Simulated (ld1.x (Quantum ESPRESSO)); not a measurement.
What one change does to a pseudopotential (Al (Z = 13), TM)

Al (Z = 13), norm-conserving Troullier–Martins (Kleinman–Bylander form), made with ld1.x (Quantum ESPRESSO) 7.5 (PBEsol, scalar-relativistic). Core [Ne], reference 3s2 3p0.5 (charge +0.5). Waves: 3s (bound): rc 2.10 bohr; 3p (bound): rc 2.00 bohr; 3d channel at 0.1 Ry: rc 1.75 bohr. Local part: the d channel. Core correction: Bessel-smoothed model core inside 1.20 bohr.

Change: wave 3p (bound): rc 2.00 bohr becomes 3p (bound): rc 2.68 bohr.

Cutoffs: the cutoffs (Ry, on a coarse ladder) from which the occupation-weighted sum of valence levels, in a spherical-Bessel basis at the reference potential, stays within 10 and 1 mRy of its value at 400 Ry; they do not see the model core or the augmentation charge, which bear on the density cutoff. Errors are all-electron minus pseudo energies relative to the spin-unpolarised reference configuration.

Question: What does the change do?

Answer: The potential gets neither clearly harder nor softer (10 Ry and 30 Ry → 10 Ry and 30 Ry); of the 7 tests that both files solve, the error grows in 2 and shrinks in 0 by more than 15 % and 0.3 meV (median size 1.4 → 1.2 meV); neither file shows a bound ghost.

```csv
quantity,base,changed
"cutoff, loose",10 Ry,10 Ry
"cutoff, tight",30 Ry,30 Ry
bound ghosts,none,none
"error for 3s2 3p1, meV [ΔE -2.07 eV]",+0.7,+0.7
"error for 3s2 3p0, meV [ΔE 3.66 eV]",+1.2,+1.1
"error for 3s1 3p0, meV [ΔE 22.83 eV]",+20,+20
"error for 3s1 3p2, meV [ΔE 3.05 eV]",-3.3,-3.8
"error for 3s0 3p3, meV [ΔE 8.33 eV]",-13,-15
"error for 3s1 3p1, meV [ΔE 9.45 eV]",+1.4,+1.1
"error for 3s2 3p1.3, meV [ΔE -2.64 eV]",+1.2,+1.2
```
